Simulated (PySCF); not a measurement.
## Adding and removing an electron: IF

TPSS; basis I aug-cc-pVDZ-PP with ECP28, F aug-cc-pVDZ; scalar-relativistic core potentials; PySCF 2.14. Neutral (UKS): singlet (closed shell), Re = 1.966 Å, ωe = 597 cm⁻¹, De = 3.10 eV, HOMO -7.03 eV, LUMO -4.80 eV.

IF⁻ (UKS): doublet (σ ↑), Re = 2.421 Å, ωe = 248 cm⁻¹, De = 2.03 eV to I + F⁻. The energies at the minima are -395.42154 hartree for IF and -395.50908 for IF⁻.

(1) Work out the adiabatic electron affinity, without and with harmonic zero-point energies (1 hartree = 27.2114 eV, 1 eV = 8065.5 cm⁻¹), and the change of the bond length.

These are scalar-relativistic numbers at best; spin–orbit coupling would shift them, the dissociation energy most. For an ion De counts to the pair picked by the measured ionisation energies or electron affinities, which need not be the lowest pair at this level. States were picked by a PBE0 search and need not be the measured ground states.

Answers

(1) At TPSS: 0.08754 hartree = 2.382 eV between the minima; the zero-point term (597.0 − 248.0)/2 cm⁻¹ = +0.022 eV makes it 2.404 eV. Re changes by +45.5 pm against the neutral. The electron enters a σ orbital, and the ion is left as a loose complex of an ion and an atom.
